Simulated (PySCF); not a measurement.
Spectrum to structure. Computed with PySCF 2.14.0, density-fitted response routines, TDDFT PBE0/def2-SVPD, vertical, gas phase, core orbitals frozen in the response. Geometries: GFN2-xTB, one conformer each.

| state | E (eV) | f | main configurations (H = HOMO, L = LUMO) |
| --- | --- | --- | --- |
| S1 | 4.70 | 0.0026 | H→L (80%), H-1→L (14%) |
| S2 | 5.07 | 0.011 | H-1→L (75%), H→L (16%) |
| S3 | 5.68 | 0.0088 | H→L+1 (86%) |
| S4 | 5.89 | 0.016 | H→L+2 (67%), H-1→L+1 (19%) |
| S5 | 5.94 | 0.0014 | H-1→L+1 (69%), H-1→L+2 (10%), H→L+2 (10%) |
| S6 | 6.26 | 0.040 | H-1→L+2 (59%), H→L+2 (13%), H→L+3 (11%) |
| S7 | 6.38 | 0.0038 | H→L+3 (68%), H-1→L+2 (19%) |
| S8 | 6.59 | 0.0089 | H→L+4 (52%), H-1→L+3 (16%), H→L+5 (10%) |

Orbital energies (eV): HOMO-3 -9.48, HOMO-2 -8.44, HOMO-1 -7.06, HOMO -6.76, LUMO -0.55, LUMO+1 0.09, LUMO+2 0.39.

Question: Which structure fits?
A. `COC(=O)[SiH3]`
B. `CC(=O)O[SiH3]`
C. `C[C@@]1(S[SiH3])CS1`
D. `C[C@@H]1CS[SiH2]S1`

Answer: C. Its S1, at 4.70 eV, is the lowest among the candidates; the nearest of the others has S1 at 5.08 eV. S1 is HOMO→LUMO (80%), HOMO-1→LUMO (14%). Löwdin shares by element: HOMO sulfur 76%, carbon 6% or more, silicon 6%; LUMO sulfur 49%, carbon 17% or more, silicon 12% (atoms not listed hold the other 22%). At the same level the other candidates give, for their lowest levels:
- `COC(=O)[SiH3]`: 5.08 eV (f 0.003); 7.09 eV (f 0.004); 7.32 eV (f 0.035); 7.54 eV (f 0.174); 7.60 eV (f 0.009); T1 4.39 eV; HOMO -7.84, LUMO -0.69 eV
- `CC(=O)O[SiH3]`: 5.86 eV (f 0.001); 7.12 eV (f 0.035); 7.84 eV (f 0.004); 7.90 eV (f 0.012); 8.12 eV (f 0.001); T1 5.30 eV; HOMO -8.23, LUMO -0.03 eV
- `C[C@@H]1CS[SiH2]S1`: 5.15 eV (f 0.001); 5.18 eV (f 0.003); 5.55 eV (f 0.003); 5.63 eV (f 0.012); 6.43 eV (f 0.007); T1 4.80 eV; HOMO -7.01, LUMO -0.43 eV

Conformer computed: `[CH3:1][C@@:2]1([S:3][SiH3:4])[CH2:5][S:6]1`: C1–C2–S3–Si4 -149°.
Triplets come from the Tamm–Dancoff approximation.
